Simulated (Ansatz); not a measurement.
`[SiH3]C=C([SiH3])[SiH3]` at its PBE0-D4/def2-TZVP geometry, where that method's forces vanish. The species carries charge 0 and has multiplicity 1.

```xyz
15

Si    1.7122   -1.1995    1.2492
C     0.5589    0.2446    0.8965
C    -0.3194    0.3793   -0.1137
Si   -1.3458    1.9413   -0.2139
Si   -0.5593   -0.9313   -1.4258
H     0.9538   -2.4564    1.4828
H     2.6682   -1.4175    0.1320
H     2.4816   -0.8713    2.4780
H     0.6320    1.0634    1.6189
H    -2.7969    1.6158   -0.1555
H    -1.0972    2.6464   -1.5008
H    -0.9865    2.8314    0.9222
H    -1.9718   -1.3968   -1.4199
H     0.3393   -2.0901   -1.1825
H    -0.2690   -0.3592   -2.7675
```

**Question.** What forces (eV/Å) does ωB97M-V/def2-TZVPP give on these atoms in the Gaussian-basis code of Ansatz? (Best estimate.)

**Answer.** Ansatz gave: 
```
Si1  0.129 -0.164  0.038
C2  -0.047  0.064 -0.010
C3   0.039 -0.001  0.048
Si4 -0.098  0.163  0.001
Si5 -0.024 -0.131 -0.131
H6   0.083  0.150 -0.027
H7  -0.114  0.032  0.128
H8  -0.091 -0.033 -0.140
H9  -0.016 -0.046 -0.056
H10  0.166  0.030 -0.006
H11 -0.024 -0.084  0.144
H12 -0.037 -0.104 -0.126
H13  0.160  0.055  0.004
H14 -0.097  0.130 -0.021
H15 -0.031 -0.061  0.156
```
